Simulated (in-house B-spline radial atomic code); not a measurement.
Successive ionisation energies of scandium; each step leads to the configuration of the next row (after the last: [He] 2s2 2p1/2(1)). Dirac energy differences include first-order Breit, QED and recoil terms. NIST's values go from ground level to ground level; the uncertainty of those that are theory runs from under 0.1 % in few-electron ions to several per cent in heavy many-electron ones. Computed with a B-spline radial code for spherical atoms: Dirac-Hartree-Fock, jj configuration that fills j = l - 1/2 first, finite nuclei.

A number in brackets counts the electrons of a j subshell.

```json
{"ion": "Sc", "configuration": "[Ar] 3d3/2(1) 4s2", "ionisation energy (eV)": "5.5", "tabulated value (eV)": "6.56149", "tabulated kind": "measured", "computed minus tabulated (eV)": "-1.0", "highest orbital": "4s1/2", "largest mean radius (bohr)": "3.9385"}
{"ion": "Sc+", "configuration": "[Ar] 3d3/2(1) 4s1", "ionisation energy (eV)": "12.1", "tabulated value (eV)": "12.79977", "tabulated kind": "measured", "computed minus tabulated (eV)": "-0.7", "highest orbital": "4s1/2", "largest mean radius (bohr)": "3.497"}
{"ion": "Sc2+", "configuration": "[Ar] 3d3/2(1)", "ionisation energy (eV)": "?", "tabulated value (eV)": "?", "tabulated kind": "measured", "computed minus tabulated (eV)": "?", "highest orbital": "?", "largest mean radius (bohr)": "?"}
{"ion": "Sc3+", "configuration": "[Ne] 3s2 3p6", "ionisation energy (eV)": "?", "tabulated value (eV)": "?", "tabulated kind": "measured", "computed minus tabulated (eV)": "?", "highest orbital": "?", "largest mean radius (bohr)": "?"}
{"ion": "Sc4+", "configuration": "[Ne] 3s2 3p1/2(2) 3p3/2(3)", "ionisation energy (eV)": "91.7", "tabulated value (eV)": "91.95", "tabulated kind": "semi-empirical", "computed minus tabulated (eV)": "-0.3", "highest orbital": "3p3/2", "largest mean radius (bohr)": "1.0962"}
{"ion": "Sc5+", "configuration": "[Ne] 3s2 3p1/2(2) 3p3/2(2)", "ionisation energy (eV)": "112.2", "tabulated value (eV)": "110.68", "tabulated kind": "semi-empirical", "computed minus tabulated (eV)": "1.5", "highest orbital": "3p1/2", "largest mean radius (bohr)": "1.0603"}
{"ion": "Sc6+", "configuration": "[Ne] 3s2 3p1/2(2) 3p3/2(1)", "ionisation energy (eV)": "133.7", "tabulated value (eV)": "137.99", "tabulated kind": "semi-empirical", "computed minus tabulated (eV)": "-4.3", "highest orbital": "3p1/2", "largest mean radius (bohr)": "1.0277"}
{"ion": "Sc7+", "configuration": "[Ne] 3s2 3p1/2(2)", "ionisation energy (eV)": "155.2", "tabulated value (eV)": "158.08", "tabulated kind": "semi-empirical", "computed minus tabulated (eV)": "-2.9", "highest orbital": "3p1/2", "largest mean radius (bohr)": "0.99603"}
{"ion": "Sc8+", "configuration": "[Ne] 3s2 3p1/2(1)", "ionisation energy (eV)": "179.6", "tabulated value (eV)": "180.03", "tabulated kind": "measured", "computed minus tabulated (eV)": "-0.4", "highest orbital": "3p1/2", "largest mean radius (bohr)": "0.96657"}
{"ion": "Sc9+", "configuration": "[Ne] 3s2", "ionisation energy (eV)": "222.9", "tabulated value (eV)": "225.18", "tabulated kind": "semi-empirical", "computed minus tabulated (eV)": "-2.3", "highest orbital": "3s1/2", "largest mean radius (bohr)": "0.93319"}
{"ion": "Sc10+", "configuration": "[Ne] 3s1", "ionisation energy (eV)": "249.2", "tabulated value (eV)": "249.798", "tabulated kind": "semi-empirical", "computed minus tabulated (eV)": "-0.6", "highest orbital": "3s1/2", "largest mean radius (bohr)": "0.91303"}
{"ion": "Sc11+", "configuration": "[He] 2s2 2p6", "ionisation energy (eV)": "684.5", "tabulated value (eV)": "687.36", "tabulated kind": "measured", "computed minus tabulated (eV)": "-2.8", "highest orbital": "2p3/2", "largest mean radius (bohr)": "0.33654"}
{"ion": "Sc12+", "configuration": "[He] 2s2 2p1/2(2) 2p3/2(3)", "ionisation energy (eV)": "?", "tabulated value (eV)": "?", "tabulated kind": "semi-empirical", "computed minus tabulated (eV)": "?", "highest orbital": "?", "largest mean radius (bohr)": "?"}
{"ion": "Sc13+", "configuration": "[He] 2s2 2p1/2(2) 2p3/2(2)", "ionisation energy (eV)": "838.6", "tabulated value (eV)": "833.2", "tabulated kind": "semi-empirical", "computed minus tabulated (eV)": "5.4", "highest orbital": "2p3/2", "largest mean radius (bohr)": "0.32577"}
{"ion": "Sc14+", "configuration": "[He] 2s2 2p1/2(2) 2p3/2(1)", "ionisation energy (eV)": "920.0", "tabulated value (eV)": "926.5", "tabulated kind": "semi-empirical", "computed minus tabulated (eV)": "-6.5", "highest orbital": "2p3/2", "largest mean radius (bohr)": "0.3206"}
{"ion": "Sc15+", "configuration": "[He] 2s2 2p1/2(2)", "ionisation energy (eV)": "1004.1", "tabulated value (eV)": "1008.6", "tabulated kind": "semi-empirical", "computed minus tabulated (eV)": "-4.5", "highest orbital": "2p1/2", "largest mean radius (bohr)": "0.31557"}
```

(1) Fill in the row of Sc2+.

(2) Fill in the row of Sc3+.

(3) Fill in the row of Sc12+.

(4) Where is the largest jump?

(5) How far is this level of theory from the measured and semi-empirical values?

## Answers

(1) ionisation energy (eV): 23.8; tabulated value (eV): 24.75684; computed minus tabulated (eV): -1.0; highest orbital: 3d3/2; largest mean radius (bohr): 1.5504.

(2) ionisation energy (eV): 72.3; tabulated value (eV): 73.4894; computed minus tabulated (eV): -1.2; highest orbital: 3p3/2; largest mean radius (bohr): 1.1366.

(3) ionisation energy (eV): 760.1; tabulated value (eV): 757.7; computed minus tabulated (eV): 2.4; highest orbital: 2p3/2; largest mean radius (bohr): 0.33108.

(4) From Sc2+ to Sc3+, by a factor of 3.04 (23.755 to 72.307 eV); the highest orbital goes from 3d3/2 to 3p3/2.

(5) Over those 16 rows the differences run from -6.49 to +5.37 eV (mean absolute value 2.4 eV). The calculation leaves out correlation and, in open shells, the multiplet splittings that an average leaves out.
